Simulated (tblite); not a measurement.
Compound: C8H15N.
Atom-mapped SMILES: `[CH2:1]=[C:2]1[CH2:3][CH2:4][C@@H:5]([CH3:6])[C@H:7]1[CH2:8][NH2:9]` (hydrogens: H10, H11 on C1; H12, H13 on C3; H14, H15 on C4; H16 on C5; H17, H18, H19 on C6; H20 on C7; H21, H22 on C8; H23, H24 on N9)

Cartesian coordinates in Å at the GFN2-xTB level; atoms count from 1:
```xyz
24
C8H15N angstrom
C      0.3054    2.4779   -0.6355
C     -0.2034    1.3966   -0.0725
C     -1.6660    1.2018    0.2366
C     -1.7364   -0.1326    0.9820
C     -0.5325   -0.9229    0.4588
C     -0.8338   -1.5762   -0.8854
C      0.5535    0.1662    0.3659
C      1.7553   -0.1894   -0.5093
N      2.2992   -1.4808   -0.1132
H     -0.3169    3.3149   -0.9060
H      1.3550    2.5815   -0.8484
H     -2.0648    2.0294    0.8246
H     -2.2368    1.1572   -0.6933
H     -2.6773   -0.6538    0.8123
H     -1.6283    0.0348    2.0555
H     -0.2345   -1.7052    1.1599
H      0.0140   -2.1745   -1.2046
H     -1.6999   -2.2286   -0.7932
H     -1.0442   -0.8267   -1.6442
H      0.9228    0.3504    1.3849
H      2.4959    0.6252   -0.4373
H      1.4441   -0.2631   -1.5538
H      3.0922   -1.7219   -0.6978
H      2.6257   -1.4402    0.8472
```

Method: GFN2-xTB as coded in tblite; computed harmonic values from a numerical Hessian at the method's own geometry, unscaled. Errors from tens to a few hundred cm⁻¹ against measured bands are possible. One conformer, not necessarily the lowest.

Harmonic wavenumbers (cm⁻¹): 47.3, 101.2, 159.3, 184.7, 229.7, 267.8, 298.2, 313.9, 368.9, 391.7, 476.7, 506.7, 568.8, 663.0, 702.1, 801.1, 831.9, 886.4, 908.3, 912.8, 929.4, 974.9, 975.7, 1017.8, 1025.8, 1057.1, 1062.4, 1097.3, 1114.5, 1118.3, 1168.9, 1186.9, 1206.7, 1233.1, 1237.8, 1266.6, 1279.3, 1292.3, 1307.9, 1328.1, 1344.3, 1363.9, 1406.5, 1421.4, 1469.6, 1488.8, 1493.0, 1503.8, 1518.6, 1566.1, 1736.7, 2818.7, 2875.1, 2957.8, 2965.1, 2975.8, 2979.6, 2989.1, 3008.6, 3026.9, 3040.9, 3061.6, 3101.8, 3126.7, 3381.7, 3414.1.

A = 2128, B = 1495, C = 1041 MHz; mass 125.120 u (most abundant isotopes); point group C1, symmetry number 1.

Q: What is the zero-point energy?

A: Half the sum of the wavenumbers: 47269 cm⁻¹ = 135.15 kcal/mol.

Q: What is S at 200 K and 1 bar for an ideal gas of classical rigid rotors and harmonic oscillators?

A: Translation 38.43, rotation 27.77, vibration 16.10: S = 82.3 cal/(mol K).

Q: And Cp and H(200 K) − H(0)?

A: Cp = 27.83 cal/(mol K), of which vibrations give 19.88 (their classical limit is 66 R = 131.2); H(200 K) − H(0) = 3.44 kcal/mol without the zero-point energy, 1.85 from vibrations.

Q: Which modes carry the vibrational entropy at 200 K?

A: 47.3 cm⁻¹: 4.14; 101.2 cm⁻¹: 2.66; 159.3 cm⁻¹: 1.82; 184.7 cm⁻¹: 1.56; 229.7 cm⁻¹: 1.20; 267.8 cm⁻¹: 0.97 cal/(mol K); the other 60 give 3.75 together.

Q: Blend soft modes into free rotors: weight 1/[1 + (100 cm⁻¹/ν̃)⁴] for the oscillator and the rest for a rotor with moment μB/(μ + B), μ = h/(8π²ν), B = 10⁻⁴⁴ kg m². What vibrational entropy results?

A: 15.19 cal/(mol K) in place of 16.10, which changes −T·S at 200 K by +0.18 kcal/mol.

Q: What must be added to the electronic energy to get the Gibbs energy at 200 K and 1 bar?

A: ZPE + [H(200 K) − H(0)] − T·S = 135.15 + 3.44 − 16.46 = 122.13 kcal/mol.

Q: How do the functions run with temperature in this model?

A: 
| T (K) | S (cal/(mol K)) | Cp (cal/(mol K)) | H − H(0) (kcal/mol) | G − H(0) (kcal/mol) | ln q(vib) |
| --- | --- | --- | --- | --- | --- |
| 100 | 67.1 | 17.2 | 1.19 | -5.52 | 1.24 |
| 300 | 95.8 | 40.0 | 6.81 | -21.93 | 5.85 |
| 500 | 122.2 | 64.4 | 17.34 | -43.74 | 11.04 |
| 800 | 158.3 | 89.2 | 40.71 | -85.94 | 19.20 |
| 1000 | 179.4 | 100.0 | 59.69 | -119.75 | 24.51 |

q(vib) and H(0) count from the zero-point level.

Hindered rotation and anharmonicity are outside this model. Other conformers, if any are populated, would add a mixing term that is left out. The structure is chiral; the term R ln 2 for an equal mix with its mirror image is left out.
